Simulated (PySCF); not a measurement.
Mapped SMILES: `[CH:1]#[C:2][BH2-:3][PH3+:4]`. Hydrogens are named by the atom that carries them.

Theory: PBE0-D3(BJ)/def2-SVP structure, GIAO PBE0/pcSseg-1 shieldings, in PySCF 2.14.0 with density-fitted response routines (a single conformation, no relativistic terms, rapidly exchanging positions averaged, gas phase).

References, each an isolated molecule treated in the same way: 13C (σ = 184.41 ppm) and 1H (σ = 31.27 ppm) against TMS; BF3·OEt2 for 11B (σ = 100.73 ppm); 31P (σ = 310.13 ppm) against H3PO4.

```
atoms  nucleus  count  δ (ppm)
H(P4)       1H      3        ?
H(B3)       1H      2     2.04
   C1      13C      1     92.8
   P4      31P      1   -149.8
   B3      11B      1    -45.7
H(C1)       1H      1        ?
   C2      13C      1     94.7
```

Task: Estimate the values marked ?.

Result: 
- H(P4): 4.13 ppm, hydrogen on a phosphorus bonded to B
- H(C1): 1.89 ppm, hydrogen on a terminal alkyne carbon; it lies on the axis of the triple bond, in its shielding cone

Hydrogens on boron are broadened and split by 11B (spin 3/2, 80 %) and 10B (spin 3). A carbon bonded to boron is broadened by the quadrupolar boron nucleus and is often missing from a measured spectrum. Shifts are as computed. Against solution values, carbons near 30 ppm lie about +2 ppm off and those near 130 ppm about +5 ppm. Of 1211 compounds with measured shifts, 218 miss one by over three times the rms of a fit or turn the order of signals round; such compounds aren't used in these exercises. Experimental scales use liquid or dissolved standards, which lie at an offset from isolated H3PO4.
